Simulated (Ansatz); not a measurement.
Reaction (substitution at a C–O bond): `N=COC[SeH]` + `O[SiH2]F` → `F[SiH2]OC[SeH]` + `N=CO`

Isolated molecules relaxed with PBE0-D4/def2-TZVP in Ansatz; ΔE leaves out vibrations. CCSD(T)/CBS is the MP2 limit (def2-TZVPP, def2-QZVPP) plus CCSD(T) − MP2 in def2-TZVPP, frozen cores. This one scheme is used for every species. Functionals use def2-TZVPP. B3LYP here is the variant with VWN-RPA as its local correlation; programs differ in this. For Se outer-core shells are correlated without core-valence functions, which leaves a few kJ/mol of doubt a bond. Scalar relativity is left out up to krypton. Each species was taken in one conformer, which may not be the lowest.

Is it downhill or uphill in electronic energy at CCSD(T)/CBS, and by how much? (Estimate.)

The calculation gave: Downhill: ΔE = -2.6 kcal/mol.

What do these levels give: B3LYP-D4, HF/def2-TZVPP, SCS-MP2/def2-TZVPP, CCSD(T)/def2-TZVPP, SCS-MP2/def2-QZVPP, MP2/CBS(def2)? (Best estimate.)

Ansatz gave: B3LYP-D4 -4.0, HF/def2-TZVPP -3.2, SCS-MP2/def2-TZVPP -2.1, CCSD(T)/def2-TZVPP -2.2, SCS-MP2/def2-QZVPP -2.2, MP2/CBS(def2) -2.4 kcal/mol.

Largest T1 diagnostic among the species: 0.014.

In def2-TZVPP, CCSD(T) changes the Hartree–Fock value by +1.0 kcal/mol (the triples alone add +0.2 kcal/mol) and MP2 by +1.2 kcal/mol. The D4 term adds −1.0 kcal/mol with B3LYP and −0.5 kcal/mol with PBE0; it sums over pairs of atoms, weighted by their polarisabilities, and B3LYP, whose exchange is more repulsive, gets the larger term.
